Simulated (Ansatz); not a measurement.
Reaction (ligand exchange at the Sn–Se bond): `[CH3][SnH2][SeH]` + HCl → `[CH3][SnH2][Cl]` + H₂Se

Gas-phase electronic energies from Ansatz, PBE0-D4/def2-TZVP geometries. CCSD(T)/CBS is the MP2 limit (def2-TZVPP, def2-QZVPP) plus CCSD(T) − MP2 in def2-TZVPP, frozen cores. This one scheme is used for every species. Functionals use def2-TZVPP. HSE06 is defined as in plane-wave codes. Elements past krypton have def2 core potentials. For Se, Sn outer-core shells are correlated without core-valence functions, which leaves a few kJ/mol of doubt a bond. Scalar relativity is left out up to krypton. Each species was taken in one conformer, which may not be the lowest.

`[CH3][SnH2][SeH]`:

Cartesian coordinates in Å:
```
C -0.864 -0.829 0.709
Sn 0.737 -0.134 -0.522
Se 0.209 2.206 -1.356
H -1.791 -0.815 0.137
H -0.968 -0.175 1.575
H -0.661 -1.845 1.049
H 2.210 -0.100 0.346
H 0.900 -1.063 -1.945
H 0.229 2.755 0.006
```

HCl:

```xyz
2

Cl    0.184    0.235    0.565
H    -0.184   -0.235   -0.565
```

`[CH3][SnH2][Cl]`:

Cartesian coordinates in Å:
```
C -0.235 0.994 -0.595
Sn 0.182 -0.894 0.290
Cl 0.379 -0.485 2.588
H 0.577 1.684 -0.369
H -0.330 0.889 -1.677
H -1.165 1.386 -0.186
H -1.089 -2.019 0.134
H 1.680 -1.556 -0.186
```

H₂Se:

Z-matrix (Å, degrees):
```
Se
H 1 1.467
H 1 1.467 2 91.2
```

Problem. Is it downhill or uphill in electronic energy at CCSD(T)/CBS, and by how much? (Estimate.)

Solution. Computed: Downhill: ΔE = -13.8 kJ/mol.

Problem. What do these levels give: BHLYP-D4, CAM-B3LYP-D4, ωB97X-V, PBE, revPBE, r2SCAN, HSE06, BHLYP, CAM-B3LYP, HF/def2-SVP, CCSD/def2-TZVPP, HF/CBS(def2)? (Best estimate.)

Solution. The calculation gave: BHLYP-D4 -19.7, CAM-B3LYP-D4 -21.8, ωB97X-V -21.6, PBE -16.3, revPBE -17.5, r2SCAN -19.5, HSE06 -16.5, BHLYP -23.6, CAM-B3LYP -23.7, HF/def2-SVP -31.7, CCSD/def2-TZVPP -17.1, HF/CBS(def2) -29.5 kJ/mol.

Largest T1 diagnostic among the species: 0.011.

Leaving LDA and LC-ωPBE aside and taking each functional with its dispersion term where it has one, the values, not all of them listed here, spread over 13.6 kJ/mol, from B97M-V to PBE-D4. LDA lies +3.1 kJ/mol from PBE without D4. At CCSD(T), def2-SVP lies −4.0 kJ/mol from the extrapolated value and def2-TZVPP −1.8 kJ/mol.
